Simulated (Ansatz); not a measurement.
One geometry of `ClC[TeH]`, several functionals.

```yaml
crystal:
  periodic: [false, false, false]
  atoms:
    - {symbol: Cl, position_ang: [-1.932849, 0.019446, -0.884847]}
    - {symbol: C, position_ang: [-0.217911, -0.111132, -0.484493]}
    - {symbol: Te, position_ang: [0.062263, 0.430119, 1.582101]}
    - {symbol: H, position_ang: [0.093782, -1.139223, -0.641683]}
    - {symbol: H, position_ang: [0.336007, 0.570534, -1.122709]}
    - {symbol: H, position_ang: [1.700707, 0.166355, 1.505431]}
basis:
  gaussian: {orbitals: def2-TZVPP}
hamiltonian: {xc: {name: r2SCANh}, dispersion: d4}
output: {orbitals: {seedname: orbitals}}
```

```sh
$ ansatz run in.yaml --threads 2 --pin off --events-out ev --progress --plain --max-ram 4352MiB
```

It prints (some lines left out):

```
Functional definition: r2SCANh
1040 factors; their error is unknown
mean field evaluation 1: about -20899.6343 eV, gradient 4.0e1 eV
mean field evaluation 2: about -20892.7020 eV, gradient 6.3e1 eV
mean field evaluation 4: about -20903.2666 eV, gradient 2.4e0 eV
mean field evaluation 8: about -20903.2749 eV, gradient 5.1e-2 eV
mean field evaluation 16: about -20903.2597 eV, gradient 7.2e-5 eV
mean field -20903.25969797 eV, -768.1806251623 hartree, gradient 7.2e-5 eV, S^2 0.000000; 0 other end points of the search recorded, 0 dependent functions left out
reference -20903.25970735 eV, -768.1806255068 hartree; 25, 25 occupied and 140, 140 virtual orbitals, 1040 factors
Total energy: -20903.29225796 eV, -768.1818217196 hartree
```

Run time 5 s (2 threads of an Arm Neoverse V1 on a shared host); peak host memory 0.35 GiB.

The same input with `hamiltonian: {xc: hse06, dispersion: d4}` (abridged; 2.9 s):

```
Functional definition: HSE06
mean field evaluation 16: about -20896.8599 eV, gradient 8.2e-5 eV
mean field -20896.85994500 eV, -767.9454385783 hartree, gradient 8.2e-5 eV, S^2 0.000000
Total energy: -20896.97006517 eV, -767.9494854200 hartree
```

The same input with `hamiltonian: {xc: pbe0, dispersion: d4}` (abridged; 2.6 s):

```
Functional definition: PBE0
mean field evaluation 16: about -20897.1856 eV, gradient 7.2e-5 eV
mean field -20897.18559896 eV, -767.9574061407 hartree, gradient 7.2e-5 eV, S^2 0.000000
Total energy: -20897.30268430 eV, -767.9617089474 hartree
```

With the line `hamiltonian: {xc: {name: B97M-V}}` (abridged; 9 s):

```
Functional definition: B97M-V
mean field evaluation 16: about -20898.8114 eV, gradient 1.0e-4 eV
mean field -20898.81138141 eV, -768.0171525438 hartree, gradient 2.0e-5 eV, S^2 0.000000
Total energy: -20898.81143277 eV, -768.0171544310 hartree
```

With the line `hamiltonian: {xc: {name: r2SCAN0}, dispersion: d4}` (abridged; 4.7 s):

```
Functional definition: r2SCAN0
mean field evaluation 16: about -20902.6882 eV, gradient 9.1e-5 eV
mean field -20902.68821768 eV, -768.1596236489 hartree, gradient 2.3e-5 eV, S^2 0.000000
Total energy: -20902.72477148 eV, -768.1609669760 hartree
```

The same input with `hamiltonian: {xc: pbe, dispersion: d4}` and forces (abridged; 2.3 s):

```
Functional definition: PBE
mean field evaluation 16: about -20895.5405 eV, gradient 4.7e-3 eV
mean field -20895.54048710 eV, -767.8969493948 hartree, gradient 6.7e-5 eV, S^2 0.000000
Total energy: -20895.67999636 eV, -767.9020762656 hartree
Atom 0 force    -0.327311     0.023857    -0.080966 eV/Å
Atom 1 force     0.064337    -0.037587    -0.100596 eV/Å
Atom 2 force    -0.203738     0.129626     0.353525 eV/Å
Atom 3 force     0.078691    -0.212510    -0.030108 eV/Å
Atom 4 force     0.128474     0.138380    -0.128789 eV/Å
Atom 5 force     0.259546    -0.041766    -0.013065 eV/Å
Dipole moment:     0.292404    -0.065008    -0.082848 e Å
```

HSE06 is the plane-wave form, built on full-range PBE exchange.
